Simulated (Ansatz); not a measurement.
`BC#CBO` + `[SiH3]S` → `BS[SiH3]` + `C#CBO` at 298.15 K and 1 bar (ligand exchange at a B–C bond).

Computed with Ansatz on PBE0-D4/def2-TZVP structures; ΔE is electronic, products minus reactants. CCSD(T)/CBS is the MP2 limit (def2-TZVPP, def2-QZVPP) plus CCSD(T) − MP2 in def2-TZVPP, frozen cores. One conformer a species, not always the lowest.

```
   species  CCSD(T)/CBS energy (Eh)  H − E (kJ/mol)  S (J/(mol·K))
  `BC#CBO`               -203.26178           172.1          318.6
 `[SiH3]S`               -689.27336           102.7          272.7
`BS[SiH3]`               -714.68055           142.2          307.6
   `C#CBO`               -177.86821           137.8          281.6
```

H − E and S are ideal-gas, rigid-rotor, harmonic terms from PBE0-D4/def2-TZVP, for one conformer and one mirror image of each species. 1 Eh = 2625.50 kJ/mol, R = 8.31446 J/(mol·K).

By hand: ΔE, ΔH, ΔS and ΔG.

ΔE = (-714.68055) + (-177.86821) − (-203.26178) − (-689.27336) = -0.01362 Eh = -35.8 kJ/mol. Δ(H − E) = 142.2 + 137.8 − 172.1 − 102.7 = 5.2, so ΔH = -30.6 kJ/mol. ΔS = 307.6 + 281.6 − 318.6 − 272.7 = -2.1 J/(mol·K). ΔG = -30.6 − 298.15 × (-2.1)/1000 = -30.0 kJ/mol.

By hand: the equilibrium constant, and the temperature at which ΔG would vanish if ΔH and ΔS stayed fixed.

log₁₀ K = −ΔG/(RT ln 10) = 5.3. ΔG = 0 at ΔH/ΔS = 14571 K, far beyond where these terms or the molecules hold.

The number of gas molecules stays the same, so ΔS is small and ΔH decides. A doubt of 5 kJ/mol in ΔE shifts log₁₀ K by 0.9 here. Other conformers and mirror images would add mixing entropy, several J/(mol·K) or more a flexible species. These are equilibria of isolated gas molecules and say nothing of rates. Largest T1 diagnostic: 0.016 (customary marks: 0.02 for closed shells, 0.045 for open ones).
